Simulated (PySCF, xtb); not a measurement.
FeO, SMILES [O]=[Fe] (connectivity only; charge and spin as stated), neutral, multiplicity 5.

Harmonic wavenumbers (cm⁻¹) from GFN2-xTB (xtb) at its own minimum, in rising order: 803.

Question: What does B3LYP-D3(BJ)/def2-TZVPD (PySCF) give at its own minimum? (Estimate from the structure and the level; the computed values follow.)

Answer: 903. Paired by order, the mean absolute difference is 100 cm⁻¹ and the zero-point energies are 1.1 and 1.3 kcal/mol.
